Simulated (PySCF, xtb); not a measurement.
HfF₂, SMILES [F][Hf][F] (connectivity only; charge and spin as stated), neutral, multiplicity 3.

Harmonic wavenumbers (cm⁻¹) from GFN2-xTB (xtb 6.7.1) at its own minimum, in rising order: 51, 509, 567.

Q: What does PySCF 2.14.0 with PBE0-D3(BJ)/def2-TZVP give at its own minimum? (Estimate from the structure and the level; the computed values follow.)

A: 92, 613, 635. Paired by order, the mean absolute difference is 71 cm⁻¹ and the zero-point energies are 1.6 and 1.9 kcal/mol.
